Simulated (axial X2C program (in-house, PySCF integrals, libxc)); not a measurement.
**Which molecule has these constants?**

Computed with an in-house relativistic program for diatomic molecules, spin-free (one-electron X2C) or two-component (2c: spin–orbit coupling with atomic mean-field Coulomb and Gaunt terms, which also bring small scalar terms), in Dyall basis sets with cores contracted in-house; open shells are unrestricted.

A two-component PBE0 calculation in a Dyall 3-zeta basis gave Re = 2.444 Å, ωe = 448.7 cm⁻¹, De = 1.27 eV, Ω = 2.

Question: Which molecule is it?
A. CaB⁺
B. MgB⁺
C. BeB⁺
D. SrB⁺

Answer: A. The others have SrB⁺ 2.594 Å and 396.5 cm⁻¹ (Ω = 2); MgB⁺ 2.567 Å and 343.7 cm⁻¹ (Ω = 0); BeB⁺ 2.210 Å and 474.5 cm⁻¹ (Ω = 0).

Each entry is the lowest single determinant of a limited PBE0 search at one distance. De goes to single-determinant-based atoms at the same level (for ions the charge split of lowest energy) and is withheld (n/a) where an atom does not fit its ground term or J level. Main or longest-lived isotopes. One determinant is a doubtful description, or other states lie close, for CaB⁺, SrB⁺; these need not be ground states, and all values refer to the states named. Some open-shell Ω = 0 determinants are out of reach, so the Ω given for CaB⁺, SrB⁺ need not be the lowest component. With several unpaired electrons the Ω given is that of one determinant, not necessarily of the lowest component. Some light 2c atoms are not at their ground J level, so De misses part of their lowering (0.04 eV or less). The functionals have no current term, which raises determinants with orbital currents.
